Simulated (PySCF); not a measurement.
NICS in isomers of C7H5FN2.

Definitions: NICS(0) = −σiso at the ring centroid; NICS(1) = −σiso and NICS(1)zz = −σzz at ±1 Å along the ring normal z. Level: GIAO PBE0/pcSseg-1 (PySCF, non-relativistic, gas phase) on the GFN2-xTB geometries, one conformer each. Atom numbers follow the mapped SMILES.

Task: Order these rings by mean NICS(1)zz, lowest (most negative) first (ppm).
A. ring N4–C5–C6–C7–C8–C9 in `[F:1][c:2]1[cH:3][n:4]2[cH:5][cH:6][cH:7][cH:8][c:9]2[n:10]1`
B. ring C6–N7–N8–C9–C10 in `[F:1][c:2]1[cH:3][cH:4][cH:5][c:6]2[nH:7][n:8][cH:9][c:10]12`
C. ring C3–N4–C5–C6–C8–N10 in `[CH:1]#[C:2][c:3]1[n:4][cH:5][c:6]([CH3:7])[c:8]([F:9])[n:10]1`

Result: B (-32.2), C (-24.7), A (-23.0).

```tsv
SMILES	ring	NICS(0)	NICS(1)	NICS(1)zz	HOMA	rms pucker (Å)	ring atoms with four or more neighbours
Fc1cccc2[nH]ncc12	5-membered ring with 2 N; formal bonds all aromatic	-14.1	-12.6	-32.2	0.85	0.00	0
C#Cc1ncc(C)c(F)n1	6-membered ring with 2 N; formal bonds all aromatic	-8.0	-10.7	-24.7	0.98	0.00	0
Fc1cn2ccccc2n1	6-membered ring with N; formal bonds all aromatic	-7.8	-9.2	-23.0	0.86	0.00	0
```

NICS(0) gives the same order. The isotropic NICS(1) gives the same order. HOMA uses Krygowski's 1993 parameters. NICS(1) and NICS(1)zz are means over the two faces.
